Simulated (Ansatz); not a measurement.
Calculated with Ansatz (gas phase, PBE0-D4/def2-TZVP geometries, no zero-point term in ΔE). CCSD(T)/CBS adds triple-zeta CCSD(T) − MP2 to the extrapolated MP2 energy (def2 sets, frozen cores). This one scheme is used for every species. For Ga outer-core shells are correlated without core-valence functions, which leaves a few kJ/mol of doubt a bond. Scalar relativity is left out up to krypton. Each species was taken in one conformer, which may not be the lowest.

Consider the cleavage of the Si–Ga bond: `O[SiH]([SiH3])[GaH2]` + `[OH][AlH2]` → `O[SiH]([SiH3])[O][AlH2]` + `[GaH3]`.

```csv
species,HF/def2-QZVPP energy (Eh)
`O[SiH]([SiH3])[GaH2]`,-2580.19260
`[OH][AlH2]`,-318.62501
`O[SiH]([SiH3])[O][AlH2]`,-973.86973
`[GaH3]`,-1925.00483
```

Question: Work out ΔE.

Answer: ΔE = (-973.86973) + (-1925.00483) − (-2580.19260) − (-318.62501) = -0.05695 Eh = -1.55 eV. CCSD(T)/CBS gives -1.18 eV.

Largest T1 diagnostic among the species: 0.014.

At CCSD(T), def2-SVP lies −0.04 eV from the extrapolated value and def2-TZVPP −0.04 eV. From r2SCAN to r2SCAN0 (25 % exact exchange), in def2-TZVPP and without D4, ΔE moves by −0.05 eV. In def2-TZVPP, CCSD(T) changes the Hartree–Fock value by +0.31 eV (the triples alone add +0.04 eV) and MP2 by +0.27 eV.
